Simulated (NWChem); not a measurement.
System: C3H5Br; SMILES BrC(=C)C

All runs: NWChem. Coordinates come from a PBE0/def2-SVP optimisation. Ions are spin-unrestricted doublets at the neutral geometry; other ion states weren't tried.

For level PBE/def2-SVP:

- vertical ionisation energy, ΔSCF (eV): 9.13
- −ε(HOMO) (eV): 5.92

Q: What are these values for level PBE0/def2-SVP?

A: The vertical ionisation energy, ΔSCF (eV) is 9.32 and the −ε(HOMO) (eV) is 7.12.
